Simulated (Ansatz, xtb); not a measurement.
# Worked example: C3H10Si → C3H8Si + H2

Species: C3H10Si `CC(C)[SiH3]`, singlet; C3H8Si `CC(C)[SiH]`, singlet; H2 (hydrogen), singlet. 

Shapes, held fixed at every level: PBE0-D4/def2-TZVP. Flexible molecules stand in one conformer, not always the lowest. Programs: Ansatz 0.2.0, xtb 6.7.1. The zero-point and thermal change to 298 K, harmonic and unscaled (PBE0-D4/def2-TZVP), is -14.8 kJ/mol.

At CCSD(T)/CBS estimate; 1 Eh = 2625.50 kJ/mol:

| species | energy (Eh) |
| --- | --- |
| C3H10Si | -409.255686 |
| C3H8Si | -407.983281 |
| H2 | -1.175441 |

**Question.** Work out ΔH(298 K) of the reaction at this level.

**Answer.** 
1. Products less reactants: (-407.983281) + (-1.175441) − [(-409.255686)] = 0.096964 Eh = +254.6 kJ/mol.
2. With the thermal change: +254.6 + (-14.8) = +239.8 kJ/mol.

Other levels give +232.1 (wB97M-V/def2-TZVPP) to +251.5 kJ/mol (r2SCAN0-D4/def2-TZVPP). No measured value is set beside it here. The CBS estimate extrapolates MP2 from def2-TZVPP and def2-QZVPP and adds CCSD(T) − MP2 in the triple-zeta set, cores frozen; for H2 it overshoots the exact energy by about 1 mEh.
